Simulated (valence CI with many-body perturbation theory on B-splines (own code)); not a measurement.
**Au¹⁵⁺: one-electron terms**

Calculated by relativistic CI+MBPT: four valence electrons over a frozen Dirac-Fock core [Kr] 4d10 4f14, a basis of 11 s, 11 p, 10 d, 8 f, 5 g, 2 h functions for each j, with the one-electron correlation potential Σ1, the two-electron term Σ2, the three-electron term Σ3, Breit, model QED; selected CI, second order for the rest, scaled by the run's own slope (own B-spline code, finite nucleus).

No measured spectrum was set against this ion. As an estimate, levels hold to about 250 cm⁻¹ or 0.2 % of their energy and the worst to 1 %, as in measured heavy ions of charge 2 to 7. The list stops below the first excitations out of the core. Only levels of the ground parity were solved; by the run's estimate the other parity begins above the list, which can be wrong where configurations are misplaced.

These are the spectroscopic orbitals of the CI (the correlating ones are not listed), shaped by the core and the other valence electrons. h is the expectation value of the core's Dirac-Fock operator, without the valence repulsion; Σ1 is computed up to l = 3 at one energy for each symmetry, that of its lowest orbital but kept below the first core excitation, so for empty shells it is not the orbital's own correlation shift; Breit and QED include the response of the core.

| Orbital | h (hartree) | Σ1 (cm⁻¹) | Breit (cm⁻¹) | QED (cm⁻¹) | ⟨r⟩ (bohr) |
| --- | --- | --- | --- | --- | --- |
| 5s1/2 | -17.442 | -23223 | 2838 | 2500 | 0.8685 |
| 6s1/2 | -9.925 | -6582 | 1098 | 956 | 1.545 |
| 7s1/2 | -6.4468 | -2894 | 537 | 473 | 2.409 |
| 8s1/2 | -4.5328 | -1572 | 309 | 272 | 3.455 |
| 9s1/2 | -3.3626 | -959 | 195 | 171 | 4.687 |
| 10s1/2 | -2.5942 | -631 | 130 | 115 | 6.107 |
| 5p1/2 | -15.879 | -20706 | 4232 | 134 | 0.9097 |
| 6p1/2 | -9.2051 | -5931 | 1631 | 49.0 | 1.630 |
| 7p1/2 | -6.0601 | -2722 | 831 | 25.0 | 2.526 |
| 8p1/2 | -4.3005 | -1511 | 487 | 14.6 | 3.606 |
| 9p1/2 | -3.2123 | -935 | 311 | 9.3 | 4.873 |
| 10p1/2 | -2.4914 | -621 | 210 | 6.3 | 6.328 |
| 5p3/2 | -14.997 | -17125 | 2239 | 304 | 0.9679 |
| 6p3/2 | -8.8253 | -5166 | 896 | 120 | 1.704 |
| 7p3/2 | -5.8577 | -2420 | 515 | 62.4 | 2.616 |
| 8p3/2 | -4.1795 | -1360 | 305 | 36.9 | 3.714 |
| 9p3/2 | -3.1341 | -847 | 196 | 23.7 | 4.998 |
| 10p3/2 | -2.4379 | -566 | 133 | 16.1 | 6.470 |
| 5d3/2 | -12.541 | -12312 | 1277 | -88.7 | 1.074 |
| 6d3/2 | -7.6655 | -4155 | 554 | -39.1 | 1.885 |
| 7d3/2 | -5.2162 | -2086 | 305 | -21.6 | 2.864 |
| 8d3/2 | -3.7865 | -1220 | 187 | -13.3 | 4.029 |
| 9d3/2 | -2.8758 | -781 | 123 | -8.7 | 5.382 |
| 5d5/2 | -12.382 | -11692 | 764 | -15.2 | 1.091 |
| 6d5/2 | -7.5918 | -4008 | 332 | -7.3 | 1.905 |
| 7d5/2 | -5.1751 | -2021 | 187 | -4.2 | 2.889 |
| 8d5/2 | -3.7612 | -1185 | 115 | -2.6 | 4.058 |
| 9d5/2 | -2.8591 | -760 | 75.4 | -1.7 | 5.415 |
| 5f5/2 | -9.5032 | -6317 | 135 | -49.2 | 1.316 |
| 6f5/2 | -6.2044 | -2906 | 76.9 | -26.1 | 2.222 |
| 7f5/2 | -4.3869 | -1639 | 47.1 | -15.5 | 3.307 |
| 8f5/2 | -3.2687 | -1025 | 30.9 | -10.0 | 4.577 |
| 5f7/2 | -9.4689 | -6194 | -38.8 | -29.8 | 1.323 |
| 6f7/2 | -6.187 | -2863 | -18.6 | -16.0 | 2.229 |
| 7f7/2 | -4.3768 | -1617 | -10.1 | -9.6 | 3.315 |
| 8f7/2 | -3.2623 | -1012 | -6.3 | -6.2 | 4.587 |
| 5g7/2 | -7.2502 |  | 7.2 | 1.2 | 1.609 |
| 6g7/2 | -5.0571 |  | 4.8 | 0.7 | 2.598 |
| 7g7/2 | -3.7132 |  | 2.9 | 0.3 | 3.783 |
| 5g9/2 | -7.2511 |  | -6.3 | 2.8 | 1.609 |
| 6g9/2 | -5.0576 |  | -8.7 | 1.6 | 2.597 |
| 7g9/2 | -3.7135 |  | -7.6 | 0.9 | 3.783 |
| 6h9/2 | -4.9002 |  |  |  | 2.424 |
| 6h11/2 | -4.8999 |  |  |  | 2.424 |

Among the shells of the start configuration 5s2 5p2, Σ1 is largest in size for 5s1/2, where it is 0.61 % of h.

Lowest root of each symmetry, sizes in configuration state functions:

| J | Parity | Roots | Reference | Variational | Second order | Change by selected CI (cm⁻¹) | Change by second order (cm⁻¹) |
| --- | --- | --- | --- | --- | --- | --- | --- |
| 0 | even | 1 | 68 | 3415 | 60126 | -3964 | -10 |
| 1 | even | 1 | 154 | 8852 | 181472 | -3343 | -17 |
| 2 | even | 2 | 205 | 14328 | 288147 | -3842 | -21 |
